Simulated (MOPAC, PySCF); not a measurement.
CBr$_{4}$, SMILES `BrC(Br)(Br)Br`, neutral singlet in the gas phase. 

Cartesian coordinates (Å):
```xyz
5

Br     1.9098    -0.3584    -0.2129
C      0.0003     0.0000     0.0001
Br    -0.3421     1.9027    -0.2871
Br    -0.5593    -0.4972     1.8055
Br    -1.0089    -1.0471    -1.3056
```
Charge 0, multiplicity 1.

All levels are single points at this geometry (PBE-D3(BJ)/def2-TZVP); Pople sets use spherical d functions. Orbital energies aren't observables, and empty levels follow the basis.

```tsv
level	HOMO (eV)	LUMO (eV)	gap (eV)	dipole (D)	vertical IE, Delta-SCF (eV)
PBE-D3(BJ)/def2-TZVP in PySCF	-6.99	-3.63	3.35	0.00	–
B3LYP/6-311+G** (LANL2DZ on Br) in PySCF	-8.04	-2.93	5.11	0.00	–
B3LYP/6-31G* in PySCF	-7.98	-3.02	4.97	0.00	10.05
B3LYP/LANL2DZ in PySCF	-8.02	-2.94	5.08	0.00	–
BP86/6-31G* in PySCF	-7.06	-3.84	3.23	0.00	–
M06-2X/6-31G* in PySCF	-9.60	-2.01	7.59	0.00	–
SVWN5/6-31G* in PySCF	-7.10	-3.89	3.21	0.00	–
HF/6-31G* in PySCF	-11.33	0.84	12.17	0.00	10.68
HF/STO-3G in PySCF	-9.01	5.63	14.64	0.00	–
AM1 in MOPAC	-11.28	-1.42	9.86	0.00	–
PM3 in MOPAC	-11.31	-2.14	9.16	0.00	–
PM6 in MOPAC	-10.98	-2.17	8.81	0.00	–
PM7 in MOPAC	-10.77	-1.61	9.16	0.00	–
```
